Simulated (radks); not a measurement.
Species: Er+. Configuration: [Xe] 4f12 5d1 (not the ground configuration). All-electron calculation, scalar-relativistic Kohn-Sham, PBE, spin-unpolarised, spherical densities, point nucleus. Program: a radial shooting solver on a logarithmic mesh with Libxc functionals.

Normalised radial functions P(r) = r R(r), r in bohr:

r              4d       5p
0.002905   0.0002   0.0069
0.003382   0.0003   0.0089
0.003969   0.0005   0.0116
0.004621   0.0008   0.0150
0.005379   0.0012   0.0192
0.006262   0.0018   0.0246
0.00729    0.0027   0.0313
0.008487   0.0040   0.0397
0.00988    0.0060   0.0501
0.0115     0.0090   0.0626
0.01339    0.0134   0.0777
0.01559    0.0198   0.0953
0.01815    0.0291   0.1154
0.02113    0.0424   0.1375
0.02459    0.0612   0.1606
0.02863    0.0874   0.1831
0.03333    0.1232   0.2025
0.0388     0.1710   0.2154
0.04517    0.2331   0.2174
0.05259    0.3109   0.2038
0.06122    0.4044   0.1702
0.07127    0.5107   0.1136
0.08297    0.6227   0.0343
0.09737    0.7327  -0.0676
0.1134     0.8102  -0.1693
0.132      0.8370  -0.2569
0.1536     0.7873  -0.3075
0.1788     0.6394  -0.2992
0.2082     0.3838  -0.2189
0.2424     0.0310  -0.0703
0.2822    -0.3837   0.1211
0.3285    -0.8029   0.3095
0.3824    -1.1584   0.4395
0.4452    -1.3884   0.4626
0.5183    -1.4574   0.3557
0.6034    -1.3692   0.1317
0.7024    -1.1622  -0.1645
0.8177    -0.8945  -0.4707
0.952     -0.6239  -0.7261
1.108     -0.3929  -0.8874
1.29      -0.2217  -0.9364
1.502     -0.1109  -0.8813
1.749     -0.0485  -0.7504
2.036     -0.0182  -0.5811
2.389     -0.0054  -0.4009
2.781     -0.0014  -0.2547
3.237     -0.0003  -0.1454
3.769     0.0000  -0.0736
4.388     0.0000  -0.0325
5.108     0.0000  -0.0123
5.946     0.0000  -0.0039
6.923     0.0000  -0.0010
8.059     0.0000  -0.0002
9.382     0.0000  0.0000
10.92     0.0000  0.0000

4d: eigenvalue -170.43 eV, 1 radial node at r = 0.245 bohr, <r> = 0.584 bohr, 90 % of the charge inside 0.878 bohr. 5p: eigenvalue -31.492 eV, 3 radial nodes at r = 0.0878, 0.257, 0.647 bohr, <r> = 1.50 bohr, 90 % of the charge inside 2.22 bohr.
